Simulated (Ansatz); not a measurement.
Reaction (redistribution): `[BH2][GeH2][SiH2]C` + `C[SiH2]OP` → `C[SiH2][GeH2][PH2]` + `BO[SiH2]C`

Calculated with Ansatz (gas phase, PBE0-D4/def2-TZVP geometries, no zero-point term in ΔE). CCSD(T)/CBS adds triple-zeta CCSD(T) − MP2 to the extrapolated MP2 energy (def2 sets, frozen cores). For Ge outer-core shells are correlated without core-valence functions, which leaves a few kJ/mol of doubt a bond. Scalar relativity is left out up to krypton. Each species was taken in one conformer, which may not be the lowest.

`[BH2][GeH2][SiH2]C`:

Cartesian coordinates in Å:
```
B 1.922 0.480 -1.341
Ge 1.481 -0.411 0.438
Si -0.733 0.316 1.007
C -1.989 -0.295 -0.245
H 1.566 -0.012 -2.371
H 2.456 1.547 -1.375
H 1.434 -1.950 0.363
H 2.420 -0.014 1.592
H -0.752 1.804 1.074
H -1.061 -0.201 2.365
H -1.776 0.105 -1.239
H -1.972 -1.385 -0.307
H -2.997 0.015 0.039
```

`C[SiH2]OP`:

```xyz
11

C    -1.303   -0.468   -1.019
Si    0.020   -0.983    0.180
O     0.589    0.316    1.037
P     1.532    1.532    0.463
H    -0.908    0.234   -1.758
H    -2.139    0.009   -0.502
H    -1.688   -1.340   -1.556
H     1.149   -1.624   -0.549
H    -0.511   -1.922    1.198
H     0.792    2.639    0.971
H     2.467    1.605    1.535
```

`C[SiH2][GeH2][PH2]`:

Cartesian coordinates in Å:
```
C 1.631 1.177 0.111
Si -0.022 1.018 0.982
Ge -1.094 -1.019 0.373
P -1.353 -1.040 -1.943
H 2.292 0.348 0.376
H 1.500 1.173 -0.973
H 2.126 2.110 0.390
H -0.918 2.145 0.602
H 0.161 1.055 2.460
H -0.289 -2.243 0.858
H -2.507 -1.116 0.979
H -1.570 -2.441 -2.027
H 0.041 -1.166 -2.188
```

`BO[SiH2]C`:

```xyz
11

B     1.742    1.240   -0.731
O     0.769    0.903    0.134
Si   -0.745    0.247   -0.077
C    -0.832   -1.362    0.842
H     1.583    1.077   -1.914
H     2.758    1.700   -0.289
H    -1.717    1.228    0.469
H    -0.993    0.058   -1.531
H    -1.833   -1.793    0.756
H    -0.116   -2.082    0.439
H    -0.614   -1.216    1.902
```

```tsv
species	HF/def2-TZVPP energy (Eh)
`[BH2][GeH2][SiH2]C`	-2432.10151
`C[SiH2]OP`	-746.61189
`C[SiH2][GeH2][PH2]`	-2748.19663
`BO[SiH2]C`	-430.58602
```

Problem. Work out ΔE.

Solution. ΔE = (-2748.19663) + (-430.58602) − (-2432.10151) − (-746.61189) = -0.06925 Eh = -181.8 kJ/mol. CCSD(T)/CBS gives -183.7 kJ/mol.

Largest T1 diagnostic among the species: 0.012.

In def2-TZVPP, CCSD(T) changes the Hartree–Fock value by −5.4 kJ/mol (the triples alone add −2.0 kJ/mol) and MP2 by −10.5 kJ/mol.
